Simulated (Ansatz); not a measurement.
`[BH2][GaH][Se]C`, relaxed with RKS PBE0-D4/def2-TZVP in the Gaussian-basis code of Ansatz from a GFN2-xTB geometry. The force threshold is 0.005 eV/Å; the program also tests the step.

Charge 0, multiplicity 1.

Start:

```xyz
10

B    -1.140    2.376   -1.308
Ga   -0.106    0.649   -0.734
Se   -0.274   -0.171    1.490
C     0.763   -1.841    1.254
H    -2.227    2.311   -1.740
H    -0.713    3.439   -1.067
H     0.865   -0.373   -1.532
H     0.089   -2.686    1.366
H     1.207   -1.832    0.256
H     1.537   -1.872    2.016
```

Q: By how much does the energy fall, and how many steps does the optimiser take? (An estimate is asked.)

A: Ansatz gave: 7.46 kJ/mol, in 16 steps, 3 of them rejected.

Q: Which bonds change most? (Estimate.)

A: The calculation gave: Ga2–Se3 from 2.376 to 2.321 Å; Ga2–H7 from 1.619 to 1.572 Å; B1–H5 from 1.171 to 1.197 Å; B1–H6 from 1.171 to 1.197 Å.

Q: Give the relaxed structure. (An estimate is asked.)

A: Computed: 
```xyz
10

B    -1.127    2.356   -1.245
Ga   -0.119    0.614   -0.759
Se   -0.376   -0.247    1.382
C     0.761   -1.841    1.272
H    -2.231    2.335   -1.706
H    -0.637    3.435   -1.074
H     0.836   -0.261   -1.649
H     0.143   -2.718    1.456
H     1.217   -1.907    0.287
H     1.533   -1.766    2.035
```
